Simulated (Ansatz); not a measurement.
Calculation: frozen-core CCSD(T)/def2-SVP // PBE-D3(BJ)/def2-SVP (Ansatz, an electronic-structure program). The restricted HF reference is unstable towards unrestricted orbitals.

Ansatz 0.2 input:
```yaml
crystal:
  periodic: [false, false, false]
  atoms:
    - { symbol: C, position_ang: [3.398585, 0.149862, -0.110216] }
    - { symbol: C, position_ang: [2.624358, -1.032642, -0.08549] }
    - { symbol: C, position_ang: [1.238689, -0.672241, -0.039689] }
    - { symbol: C, position_ang: [0.064301, -1.445459, -0.000557] }
    - { symbol: C, position_ang: [-1.174471, -0.778561, 0.038858] }
    - { symbol: C, position_ang: [-1.238683, 0.67224, 0.039869] }
    - { symbol: C, position_ang: [-0.064271, 1.44546, 0.001478] }
    - { symbol: C, position_ang: [1.174475, 0.778561, -0.03873] }
    - { symbol: C, position_ang: [2.521904, 1.259848, -0.083187] }
    - { symbol: C, position_ang: [-2.624392, 1.032641, 0.0844] }
    - { symbol: C, position_ang: [-3.398559, -0.149861, 0.111025] }
    - { symbol: C, position_ang: [-2.521937, -1.259849, 0.082171] }
    - { symbol: H, position_ang: [4.493974, 0.198887, -0.145407] }
    - { symbol: H, position_ang: [3.014058, -2.05999, -0.097601] }
    - { symbol: H, position_ang: [0.11262, -2.54681, -0.00207] }
    - { symbol: H, position_ang: [-0.112612, 2.54681, 0.00234] }
    - { symbol: H, position_ang: [2.819592, 2.317576, -0.09335] }
    - { symbol: H, position_ang: [-3.014091, 2.05999, 0.096593] }
    - { symbol: H, position_ang: [-4.493918, -0.198885, 0.147107] }
    - { symbol: H, position_ang: [-2.819622, -2.317577, 0.092455] }
basis:
  gaussian: { orbitals: def2-SVP }
correlation:
  method: ccsd_t
```

Output:

```
Functional definition: HF
2164 factors; integrals over basis functions are off by at most 1.6e-3 eV
mean field evaluation 1: about -12474.8410 eV, gradient 4.0e1 eV
mean field evaluation 2: about -12474.8590 eV, gradient 4.0e1 eV
mean field evaluation 4: about -12480.3019 eV, gradient 6.3e0 eV
mean field evaluation 8: about -12480.4102 eV, gradient 1.7e-1 eV
mean field evaluation 16: about -12480.3927 eV, gradient 8.9e-1 eV
mean field evaluation 32: about -12477.4962 eV, gradient 4.4e-4 eV
mean field -12480.41044553 eV, -458.6466243473 hartree, gradient 2.3e-6 eV, S^2 0.000000; 1 other end points of the search recorded, 0 dependent functions left out; unrestricted orbitals would lower it
mean field evaluation 64: about -12474.8590 eV, gradient 2.8e1 eV
mean field evaluation 96: about -12481.5285 eV, gradient 3.3e-2 eV
mean field evaluation 128: about -12480.3975 eV, gradient 3.4e-1 eV
mean field evaluation 160: about -12480.8016 eV, gradient 7.6e0 eV
determinant -12480.41044553 eV, -458.6466243473 hartree, with singles and doubles -12524.01348265 eV, -460.2490064060 hartree
determinant -12477.49621599 eV, -458.5395283869 hartree, with singles and doubles -12520.78198395 eV, -460.1302510192 hartree
unrestricted determinant -12481.73651524 eV, -458.6953565103 hartree, S^2 2.0051
12 core orbitals not correlated
reference -12480.41044553 eV, -458.6466243473 hartree; 28, 28 occupied and 168, 168 virtual orbitals, 2164 factors
second order -42.49652146 eV of doubles, -0.00000000 eV of singles
cycle   1  -43.60554339 eV  change   -2.5e-3 eV  update   3.6e-3
cycle   2  -43.60196522 eV  change    3.6e-3 eV  update   2.0e-3
cycle   3  -43.59847990 eV  change    3.5e-3 eV  update   1.7e-3
cycle   4  -43.60290865 eV  change   -4.4e-3 eV  update   3.8e-4
cycle   5  -43.60415845 eV  change   -1.2e-3 eV  update   3.1e-4
cycle   6  -43.60365242 eV  change    5.1e-4 eV  update   1.9e-4
cycle   7  -43.60350925 eV  change    1.4e-4 eV  update   1.7e-4
cycle   8  -43.60345405 eV  change    5.5e-5 eV  update   1.3e-4
cycle   9  -43.60350775 eV  change   -5.4e-5 eV  update   9.2e-5
cycle  10  -43.60355794 eV  change   -5.0e-5 eV  update   3.5e-5
perturbative correction -2.42809766 eV, -0.0892309432 hartree
Total energy: -12526.44210113 eV, -460.3382564891 hartree
```

Cost: around 23 core-minutes (rough).
